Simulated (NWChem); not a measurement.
Molecule: CH4SSe; SMILES C[Se]S

```xyz
7

Se    -0.4620    -0.4571     0.0083
C      1.2702    -1.3451     0.0117
H      1.0614    -2.4238     0.0756
H      1.8544    -1.0323     0.8862
H      1.8181    -1.1326    -0.9153
S      0.1913     1.6473     0.0552
H      0.2926     1.8454    -1.2815
```
Atoms are numbered in this order, from 1.

Computed with NWChem. All runs use the structure optimised with PBE0/def2-SVP. Vertical excitations in the gas phase; the lowest state need not have the same character in each row.

| level | lowest excitation, singlet (eV) | oscillator strength of that lowest state | orbital gap (eV) |
|---|---|---|---|
| PBE/def2-SVP, full TDDFT | 3.92 | 0.002 | 3.57 |
| B3LYP/def2-SVP, full TDDFT | 4.08 | 0.002 | 5.27 |
| LDA (Slater exchange, VWN5)/def2-SVP, full TDDFT | 3.85 | 0.001 | 3.46 |
| Hartree-Fock/def2-SVP, TDHF | … | 0.003 | … |

Some entries are withheld; supply them.


- Hartree-Fock/def2-SVP, TDHF, lowest excitation, singlet (eV): 4.76
- Hartree-Fock/def2-SVP, TDHF, orbital gap (eV): 12.25
